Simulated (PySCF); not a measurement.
PySCF 2.14 output of a UHF calculation on a single atom or ion in aug-cc-pVTZ-PP with ECP10MDF, with a scalar-relativistic core potential:

```
SCF conv_tol = 1e-09
number electrons alpha = 14  beta = 11
cycle= 1 E= -415.119328551075  delta_E= -0.00745  |g|= 0.034  |ddm|= 0.08
cycle= 2 E= -415.120243217659  delta_E= -0.000915  |g|= 0.0127  |ddm|= 0.0322
cycle= 3 E= -415.120400292289  delta_E= -0.000157  |g|= 0.00111  |ddm|= 0.0243
cycle= 4 E= -415.120401927647  delta_E= -1.64e-06  |g|= 0.000373  |ddm|= 0.00429
cycle= 5 E= -415.120402074546  delta_E= -1.47e-07  |g|= 0.0001  |ddm|= 0.00132
cycle= 6 E= -415.120402088675  delta_E= -1.41e-08  |g|= 1.03e-05  |ddm|= 0.000487
cycle= 7 E= -415.120402088794  delta_E= -1.19e-10  |g|= 1.75e-06  |ddm|= 4.22e-05
converged SCF energy = -415.120402088794  <S^2> = 3.7613912  2S+1 = 4.0056915
```

The run itself started from symmetry-adapted Hartree-Fock orbitals and held the occupation by maximum overlap, so the iterations belong to that start.

Task: Which element, charge and spin multiplicity is this?

Result: Br (bromine, neutral), multiplicity 4; the state was [Ar] 3d10 4s2 4p4 4d1, one real determinant (an excited configuration).

⟨L²⟩ = 8.06 against 12 for a pure F term, so this real determinant mixes terms. Energies and moments cover only the electrons outside the core potential. The outer electron is Rydberg-like, and this basis confines it to a smaller radius and binds it less than a complete one would.
